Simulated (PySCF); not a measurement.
Static response to an electric field

C₄H₈F₃N.
Cartesian coordinates in Å at the GFN2-xTB level; atoms count from 1:
```xyz
16
C4H8F3N angstrom
C      1.8103    0.8178   -0.3554
C      0.5921    0.0569   -0.8636
C     -0.2446   -0.5778    0.2548
N     -1.0253   -1.6701   -0.2807
C     -1.1498    0.4645    0.9356
F     -1.9343   -0.1139    1.8659
F     -0.4868    1.4446    1.5629
F     -1.9830    1.0567    0.0634
H      1.5221    1.6624    0.2639
H      2.4509    0.1620    0.2296
H      2.3836    1.1938   -1.1988
H     -0.0414    0.7184   -1.4586
H      0.9159   -0.7646   -1.5044
H      0.4126   -0.9768    1.0371
H     -1.5739   -2.1244    0.4408
H     -1.6560   -1.3404   -1.0039
```

Level: PBE0/def2-SVPD (PySCF), static field, nuclei fixed, core orbitals frozen in the response. The polarisability tensor in these axes (au):

```
x   63.38  4.57 -2.48
y    4.57 59.89  1.13
z   -2.48  1.13 58.26
```

Question: What are the eigenvalues, a third of the trace, and Δα (Δα² = ½Σ(αi − αj)² over the three pairs)?

Answer: Principal values 54.98, 59.77 and 66.78 au; mean 60.51 au = 8.97 Å³ = 9.98 × 10⁻⁴⁰ C²·m²/J; Δα = 10.27 au (17 % of the mean).

Question: What is the dipole moment, and where does it point?

Answer: (0.72, -0.73, -0.82) D, 1.31 D in size, pointing from the negative to the positive side. Measured along this direction, the outermost atoms are F6 and F7 at the negative end and H13 at the positive end.

Question: Refractivity n − 1 of an ideal gas of it at 298.15 K and 1 atm, from the electronic α?

Answer: N = p/kT = 2.4615 × 10¹⁹ cm⁻³, so n − 1 = 2π × N × 8.97 × 10⁻²⁴ cm³ = 1387 × 10⁻⁶ at long wavelengths, for an ideal gas.

Question: What are the principal values of the traceless quadrupole moment, Θ = ½Σq(3rr − r²1), about the centre of nuclear charge?

Answer: -6.72, 2.89, 3.83 D·Å. The values depend on the origin, since the dipole doesn't vanish. The electronic extent ⟨r²⟩ about the same centre is 955 bohr², a root-mean-square distance of 2.01 Å for the 66 electrons.

Question: In a dilute gas of rigid molecules at 250 K, how does the orientational term μ²/3kT compare with the electronic polarisability?

Answer: In Gaussian units μ²/3kT = 16.52 Å³ against 8.97 Å³, a ratio of 1.84; the Debye molar polarisation (4π/3)N_A(α + μ²/3kT) is 64.3 cm³/mol, leaving out the vibrational part.

Question: Rayleigh depolarisation ratio (linearly polarised light, static tensor)?

Answer: ρ = 3Δα²/(45ᾱ² + 4Δα²) = 316.6/(164768 + 422.1) = 0.00192.

Question: Molar refractivity from α?

Answer: Lorentz–Lorenz: R = (4π/3)N_A α = 2.5225 cm³/(mol·Å³) × 8.97 Å³ = 22.6 cm³/mol, in the limit of long wavelengths.

Geometry: GFN2-xTB, one conformer, isolated molecule.
